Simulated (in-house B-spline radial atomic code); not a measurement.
The numbers below are computed, except where a source is named.
## Making a Troullier-Martins s channel for P, r_c = 1.98 bohr

P, [Ne] 3s2 3p3, non-relativistic PBE, spherical and spin-unpolarised, from an all-electron radial atomic-structure program (B-spline basis) (atomic units). The all-electron 3s level is ε = -0.510642 hartree, its outermost node lies just inside 0.67 bohr and its outer maximum at 1.57 bohr.

Inside r_c the pseudo-orbital is u(r) = r^1 exp(p(r)), with p = c0 + c2 r² + c4 r⁴ + … + c12 r¹². The seven coefficients follow from p and its first four derivatives at r_c, from zero curvature of the screened potential at the origin, c4 = −c2²/(2l + 5), and from the norm inside r_c. At r_c the all-electron orbital has P = 0.7222454, P' = -0.2967543, the screened potential V = -0.7767755, V' = 0.8698907, V'' = -1.257231, and the norm inside is Q = 0.6000072.

(1) What are p, p' and p'' at r_c?

For a trial c2 the five matching conditions are linear in c0, c6, c8, c10 and c12, and c2 is varied until the norm inside r_c equals Q. The root nearest zero gives:

| n | c_n |
| --- | --- |
| 0 | -0.896854 |
| 2 | 0.3693776 |
| 4 | -0.02728797 |
| 6 | -0.1008784 |
| 8 | 0.03868388 |
| 10 | -0.005795109 |
| 12 | 0.0003213845 |

(2) Check c4 and p(r_c), and find the screened pseudopotential at the origin.

Orbitals and screened potentials:

```tsv
r (bohr)	P	u	V all-electron	V pseudo
0.198	-0.1778	0.08193	-45.62	0.5942
0.495	-0.2622	0.2204	-10.83	0.4795
0.792	0.2279	0.3951	-4.651	-0.03202
1.089	0.5985	0.5967	-2.467	-0.9376
1.386	0.7668	0.7518	-1.616	-1.519
1.683	0.7864	0.7851	-1.101	-1.219
1.98	0.7222	0.7222	-0.7768	-0.7768
```

Logarithmic derivatives P'/P at R = 2.28 bohr, for energies E around ε:

```
E − ε (hartree)  all-electron     pseudo
           -0.5      0.580988   0.576004
          -0.25      0.135065   0.132636
           -0.1     -0.243341  -0.243952
              0     -0.578345  -0.578313
            0.1      -1.02368   -1.02506
           0.25      -2.09386   -2.11374
            0.5      -9.49759    -10.549
```

(3) With P(R) = 0.6214427 and a norm of 0.7362983 inside R, what slope in energy does norm conservation fix?

Answers

(1) p = ln(P/r_c^1) = ln(0.7222454/1.98) = -1.00849. p' = P'/P − 1/r_c = -0.41088 − 0.50505 = -0.91593. The radial equation gives p'' = 2(V − ε) − 2(1) p'/r_c − p'² = -0.53227 − (-0.92518) − 0.83892 = -0.44601. Differentiating, p''' = 2V' + 2(1)p'/r_c² − 2(1)p''/r_c − 2p'p'' = 0.90601, and p'''' = 2V'' − 4(1)p'/r_c³ + 4(1)p''/r_c² − 2(1)p'''/r_c − 2p''² − 2p'p''' = -2.1509.

(2) −c2²/5 = -0.027288, as listed. The terms c_n r_c^n are -0.89685, 1.44811, -0.41940, -6.07840, 9.13801, -5.36678, 1.16683, which sum to -1.00849. Inverting the radial equation, V_l(r) = ε + 1 p'/r + (p'' + p'²)/2, so V_l(0) = ε + (2l + 3) c2 = -0.510642 + 3 × (0.369378) = 0.5975 hartree, finite where the all-electron potential diverges.

(3) d(P'/P)/dE = −2 × (norm inside R)/P(R)² = -3.8131 per hartree·bohr at E = ε, for both atoms, since orbital and norm agree at R. Differences over ±0.1 hartree give -3.9017 (all-electron) and -3.9055 (pseudo), which also hold third-order terms. Half a hartree below ε the two curves differ by -0.0050.
